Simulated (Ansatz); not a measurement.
**Energy profile**

The step: BNH₄O₂ ([NH2][B]([OH])[OH]) + PH₃ → BPH₄O₂ ([OH][B]([OH])[PH2]) + NH₃ (still joined by a long B–N bond); bonds formed: B1–P6, N2–H5; bonds broken: H5–P6; bonds weakened to dative contacts: B1–N2 (atoms numbered as in the saddle structure below).

```
12
angstrom
B -0.2210 -0.9121 -0.0599
N 1.2118 -0.3428 -0.1773
O -0.7482 -1.2042 1.1613
O -0.6467 -1.4941 -1.2042
H 0.7568 0.7033 -0.1365
P -0.9758 1.7544 -0.1091
H 1.6489 -0.5354 -1.0739
H 1.8405 -0.5594 0.5902
H -0.6148 -0.5237 1.8247
H -1.5557 -1.8000 -1.1439
H -0.5681 2.2696 1.1585
H -0.1278 2.6445 -0.8300
```

Electronic energies by CCSD(T) at an estimated basis limit (MP2 extrapolated from triple and quadruple zeta, plus CCSD(T) − MP2 in triple zeta), on PBE0-D4/def2-TZVP structures; BPNH7O2, closed shell; no counterpoise correction. Program: Ansatz 0.2.0. Basis: def2-TZVPP and def2-QZVPP. Cores are frozen in the correlated methods. Extrapolation: Hartree–Fock as exp(−7.88 √X), correlation as X^−2.97.

Problem. Give the profile in kcal/mol, counted from the separated reactants. (To be estimated.)

Solution. By the calculation:
```json
{"point": "separated: BNH4O2 (linked as [NH2][B]([OH])[OH]; B1, N2, O3, O4, H7, H8, H9, H10; singlet) + PH3 (H5, P6, H11, H12; singlet)", "kcal/mol": "0.00"}
{"point": "start structure", "kcal/mol": "-3.42"}
{"point": "saddle", "kcal/mol": "45.58"}
{"point": "end structure", "kcal/mol": "14.93"}
{"point": "separated: BPH4O2 (linked as [OH][B]([OH])[PH2]; B1, O3, O4, P6, H9, H10, H11, H12; singlet) + NH3 (N2, H5, H7, H8; singlet)", "kcal/mol": "19.11"}
```

T1 diagnostic: at most 0.014.

For scale, one of the runs: CCSD(T)/def2-TZVPP, 264 basis functions, launched by `ansatz run in.yaml --threads 8 --pin off --events-out ev --progress --plain --max-ram 19148MiB`. The run took 75 s on 8 CPU threads of a Oxide Virtual Turin-like (shared host), with 6.7 GiB of host memory at its peak.
